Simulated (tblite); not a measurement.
Input of a run (GFN2-xTB geometry optimisation, gas phase (tblite 0.8.0)), started from a force field or distance geometry:
```
{"job": {"kind": "relax", "xc": "GFN2-xTB", "basis": "xTB"}, "charge": 0, "multiplicity": 1}
C     -3.380600     0.736900    -0.303900
C     -2.557500     1.040000     0.690500
C     -1.076600     1.298300     0.535000
C     -0.305500     0.234500     1.257100
N      0.114400     0.449700     2.481900
C     -0.043900    -1.085000     0.548500
C      1.176500    -0.992000    -0.273800
C      2.175300    -0.918400    -0.938500
Si     3.724700    -0.806300    -1.982000
H     -4.448400     0.565600    -0.106700
H     -3.052800     0.668900    -1.333600
H     -2.945800     1.101200     1.716900
H     -0.845900     2.283800     0.963700
H     -0.783900     1.306300    -0.524900
H      0.637300    -0.346700     2.832800
H      0.064700    -1.879200     1.308300
H     -0.901900    -1.332100    -0.068800
H      3.704600    -1.843300    -3.048500
H      4.925900    -1.005500    -1.136700
H      3.814100     0.533900    -2.620500
```

Output (eV, eV/Å):
```
step      E/eV     max force
  0    -683.53636    3.357
  1    -683.57917    3.259
  2    -683.66341    1.040
  3    -683.66707    1.177
  4    -683.68491    0.342
  5    -683.69632    0.271
  6    -683.70497    0.308
  7    -683.71198    0.226
  8    -683.71830    0.161
  9    -683.72344    0.189
 10    -683.72703    0.141
 11    -683.72956    0.114
 12    -683.73168    0.093
 13    -683.73312    0.083
 14    -683.73420    0.066
 15    -683.73489    0.049
 16    -683.73538    0.056
 17    -683.73582    0.066
 18    -683.73628    0.058
 19    -683.73680    0.054
 20    -683.73741    0.062
 21    -683.73813    0.070
 22    -683.73894    0.078
 23    -683.73972    0.075
 24    -683.74033    0.058
 25    -683.74074    0.047
 26    -683.74106    0.054
 27    -683.74133    0.050
 28    -683.74153    0.033
 29    -683.74167    0.031
 30    -683.74180    0.029
 31    -683.74196    0.038
 32    -683.74217    0.042
 33    -683.74240    0.040
 34    -683.74265    0.047
 35    -683.74290    0.039
 36    -683.74315    0.038
 37    -683.74335    0.030
 38    -683.74351    0.031
 39    -683.74366    0.032
 40    -683.74383    0.041
 41    -683.74406    0.051
 42    -683.74431    0.046
 43    -683.74457    0.047
 44    -683.74478    0.039
 45    -683.74494    0.037
 46    -683.74509    0.044
 47    -683.74529    0.054
 48    -683.74557    0.060
 49    -683.74594    0.054
 50    -683.74627    0.052
 51    -683.74648    0.037
 52    -683.74665    0.037
 53    -683.74686    0.039
 54    -683.74711    0.038
 55    -683.74735    0.044
 56    -683.74753    0.044
 57    -683.74771    0.036
 58    -683.74789    0.036
 59    -683.74804    0.030
 60    -683.74812    0.017
 61    -683.74817    0.017
 62    -683.74822    0.019
 63    -683.74830    0.026
 64    -683.74839    0.027
 65    -683.74848    0.023
 66    -683.74856    0.021
 67    -683.74866    0.025
 68    -683.74878    0.033
 69    -683.74891    0.035
 70    -683.74903    0.031
 71    -683.74916    0.024
 72    -683.74929    0.024
 73    -683.74942    0.028
 74    -683.74952    0.024
 75    -683.74962    0.022
 76    -683.74973    0.026
 77    -683.74988    0.027
 78    -683.75006    0.034
 79    -683.75025    0.041
 80    -683.75043    0.037
 81    -683.75057    0.026
 82    -683.75068    0.027
 83    -683.75080    0.027
 84    -683.75093    0.030
 85    -683.75106    0.026
 86    -683.75116    0.023
 87    -683.75125    0.023
 88    -683.75137    0.025
 89    -683.75153    0.034
 90    -683.75175    0.036
 91    -683.75204    0.046
 92    -683.75246    0.048
 93    -683.75297    0.066
 94    -683.75355    0.060
 95    -683.75415    0.053
 96    -683.75480    0.062
 97    -683.75528    0.056
 98    -683.75597    0.079
 99    -683.75657    0.074
100    -683.75709    0.050
101    -683.75741    0.047
102    -683.75774    0.047
103    -683.75822    0.070
104    -683.75868    0.074
105    -683.75897    0.086
106    -683.75907    0.120
107    -683.75920    0.033
108    -683.75926    0.045
109    -683.75934    0.029
110    -683.75951    0.041
111    -683.75961    0.035
112    -683.75971    0.028
113    -683.75997    0.029
114    -683.76011    0.046
115    -683.76036    0.043
116    -683.76062    0.033
117    -683.76081    0.028
118    -683.76103    0.028
119    -683.76129    0.052
120    -683.76146    0.059
121    -683.76183    0.030
122    -683.76211    0.026
123    -683.76243    0.033
124    -683.76265    0.044
125    -683.76285    0.040
126    -683.76301    0.027
127    -683.76313    0.032
128    -683.76328    0.032
129    -683.76345    0.027
130    -683.76359    0.022
131    -683.76370    0.036
132    -683.76381    0.030
133    -683.76392    0.026
134    -683.76402    0.016
135    -683.76409    0.018
136    -683.76415    0.019
137    -683.76424    0.022
138    -683.76436    0.031
139    -683.76454    0.042
140    -683.76478    0.052
141    -683.76505    0.037
142    -683.76526    0.033
143    -683.76540    0.028
144    -683.76556    0.091
145    -683.76576    0.044
146    -683.76610    0.029
147    -683.76642    0.033
148    -683.76664    0.033
149    -683.76677    0.030
150    -683.76689    0.030
151    -683.76700    0.035
152    -683.76712    0.026
153    -683.76723    0.019
154    -683.76733    0.018
155    -683.76741    0.023
156    -683.76749    0.022
157    -683.76754    0.012
158    -683.76756    0.014
159    -683.76757    0.009
```

Task: Summarise the run.

Result: The energy falls by 22.3 kJ/mol over 159 L-BFGS steps, the largest force on an atom goes from 3.36 to 0.009 eV/Å, and the atoms move by 0.841 Å rms after alignment. The bond that changes most is C4=N5 (imine carbon to imine nitrogen), which shortens by 0.058 Å. Bonds longer at the end by more than 0.005 Å: 2 of 19; shorter: 13. Among the angles that change most is C4–N5–H15, from 111.0° to 116.1°. Among the dihedrals that turn most is N5–C4–C6–C7, from -95° to -123°. The energy never rose by more than 1e-5 eV on the way. The first step brought 19 % of the lowering.

Task: What are the final bond lengths?

Result: C1=C2 1.320 Å, C2–C3 1.500 Å, C3–C4 1.505 Å, C4=N5 1.254 Å, C4–C6 1.519 Å, C6–C7 1.449 Å, C7≡C8 1.205 Å, C8–Si9 1.844 Å, C1–H10 1.077 Å, C1–H11 1.078 Å, C2–H12 1.082 Å, C3–H13 1.091 Å, C3–H14 1.092 Å, N5–H15 1.018 Å, C6–H16 1.095 Å, C6–H17 1.095 Å, Si9–H18 1.466 Å, Si9–H19 1.465 Å, Si9–H20 1.466 Å. Numbering counts from 1 in the input's order; the species is `[H]/N=C(\CC#C[SiH3])CC=C`.

Its lowest GFN2-xTB frequency is 3 cm⁻¹, too small to tell a flat minimum from a shallow saddle. One conformer, not necessarily the lowest. 3 starts were optimised and ended at 0.00, 0.80 and 0.84 kcal/mol (GFN2-xTB); the lowest of these is shown.

The numbers are calculated, not measured.
